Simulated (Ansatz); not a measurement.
`O[SiH](F)[SeH]` + HI → `O[SiH](F)I` + H₂Se  (ligand exchange at the Si–Se bond)

Computed with Ansatz on PBE0-D4/def2-TZVP structures; ΔE is electronic, products minus reactants. CCSD(T)/CBS is the MP2 limit (def2-TZVPP, def2-QZVPP) plus CCSD(T) − MP2 in def2-TZVPP, frozen cores. Functionals use def2-TZVPP. Elements past krypton have def2 core potentials. For I, Se outer-core shells are correlated without core-valence functions, which leaves a few kJ/mol of doubt a bond. Scalar relativity is left out up to krypton. One conformer a species, not always the lowest.

`O[SiH](F)[SeH]`:

```xyz
7

O     0.556   -0.478   -1.287
Si   -0.477   -0.328   -0.041
F    -0.759   -1.731    0.660
Se    0.358    0.936    1.645
H     1.482   -0.635   -1.088
H    -1.735    0.170   -0.620
H     0.575    2.066    0.730
```

HI:

```xyz
2

I     0.759   -0.250   -0.097
H    -0.759    0.250    0.097
```

`O[SiH](F)I`:

Z-matrix (Å, degrees):
```
Si
F 1 1.588
I 1 2.429 2 106.5
O 1 1.620 2 111.1 3 121.3
H 1 1.468 2 108.7 3 -120.2
H 4 0.959 1 119.6 2 -76.3
```

H₂Se:

```xyz
3

Se    0.206   -0.491   -0.430
H     0.823    0.206    0.704
H    -1.029    0.285   -0.274
```

| level | ΔE (eV) |
| --- | --- |
| r2SCANh-D4 | -0.22 |
| BLYP | -0.20 |
| r2SCANh | -0.22 |
| CCSD(T)/def2-SVP | -0.19 |

Task: What does CCSD(T)/CBS give? (An estimate is asked.)

Result: The calculation gave: -0.22 eV. The listed levels differ from it by 0.00, 0.02, 0.00, 0.03 eV.

Largest T1 diagnostic among the species: 0.011.

At CCSD(T), def2-SVP lies +0.03 eV from the extrapolated value and def2-TZVPP +0.04 eV. Leaving LDA and LC-ωPBE aside and taking each functional with its dispersion term where it has one, the values, not all of them listed here, spread over 0.04 eV, from BHLYP-D4 to B97M-V.
